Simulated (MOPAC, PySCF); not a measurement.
[Zr(Cl)(F)3], neutral singlet in the gas phase. 

Z-matrix (Å, degrees):
```
Zr
F 1 1.8948
F 1 1.8948 2 108.84
F 1 1.8948 2 108.84 3 -118.50
Cl 1 2.3504 2 110.10 4 -120.75
```
Charge 0, multiplicity 1.

All levels are single points at this geometry (r2SCAN-D4/def2-SVP); Pople sets use spherical d functions. Orbital energies aren't observables, and empty levels follow the basis.

PM6 in MOPAC gives dipole (D) = 0.01.

**Question.** Estimate the dipole (D) from each of these levels: TPSSh-D3(BJ)/def2-TZVP in PySCF; B3LYP/6-311+G** (LANL2DZ on Zr) in PySCF; B3LYP/6-31G* (LANL2DZ on Zr) in PySCF; M06-2X/6-31G* (LANL2DZ on Zr) in PySCF; PBE/6-31G* (LANL2DZ on Zr) in PySCF.

**Answer.** 
```csv
level,dipole (D)
TPSSh-D3(BJ)/def2-TZVP in PySCF,0.16
B3LYP/6-311+G** (LANL2DZ on Zr) in PySCF,0.01
B3LYP/6-31G* (LANL2DZ on Zr) in PySCF,0.68
M06-2X/6-31G* (LANL2DZ on Zr) in PySCF,0.65
PBE/6-31G* (LANL2DZ on Zr) in PySCF,0.79
```
